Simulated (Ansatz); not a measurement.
A structure drawn as `[Br][SnH]([Br])[Br]`, with this starting geometry:

Cartesian coordinates in Å:
```
Br -0.0385 -2.1564 -1.1777
Sn 0.1023 -0.0262 0.0987
Br 0.5197 1.8275 -1.5262
Br -1.9931 0.4589 1.3425
H 1.4096 -0.1039 1.2628
```

Total charge 0; spin multiplicity 1. Sn: def2 effective core potential.

Task: Does it keep its bonds when Ansatz relaxes it at PBE-D4/def2-SVP and then PBE0-D4/def2-TZVP?

Result: Yes, every drawn bond is still there and no new one forms.

Task: Give the relaxed structure. (Estimate.)

Result: Ansatz gave: 
Z-matrix (Å, degrees):
```
Sn
Br 1 2.454
Br 1 2.454 2 108.1
Br 1 2.454 2 108.1 3 -116.8
H 1 1.696 2 110.8 3 121.6
```
All modes are real.

Atoms count as bonded under 1.1 times the sum of their covalent radii (H–H under 0.85 Å, pairs among N, O and F under 1.55 Å), and a drawn bond as lost past 1.3 times.
